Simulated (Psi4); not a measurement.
C$_{4}$H$_{11}$As, triplet, at the geometry of the source list (a higher spin typed on purpose: for a closed-shell molecule this is an excited state).

Here is a job for Psi4.
```
memory 2 GB

molecule mol {
0 3
C    -0.087400    1.168800    0.761600
C     0.008200   -0.094900   -0.083600
C    -0.105000   -1.324500    0.813300
C    -1.109400   -0.107100   -1.122300
As    1.773000   -0.196900   -1.066200
H    -1.037600    1.200900    1.296900
H    -0.022600    2.058900    0.133800
H     0.717700    1.202800    1.496600
H    -0.025700   -2.240600    0.222600
H    -1.055400   -1.335100    1.343900
H     0.698400   -1.327200    1.552400
H    -1.060600   -1.016300   -1.727100
H    -1.019500    0.754200   -1.789500
H    -2.088800   -0.067000   -0.641700
H     1.818900    1.275200   -1.361100
H     2.595800    0.048900    0.170400
}

set {
  basis def2-sv(p)
  reference rohf
}

energy('scf')
print_variables()
```

Task: What does this run give for the number of basis functions, dipole moment, total energy, nuclear repulsion energy?

Result: 
The number of basis functions is 110, the dipole moment is 0.83 D and the total energy is -2391.4444 Eh. The nuclear repulsion energy comes out as 368.3092 Eh.

These values belong to the state on which the SCF converged, which isn't shown to be the lowest.
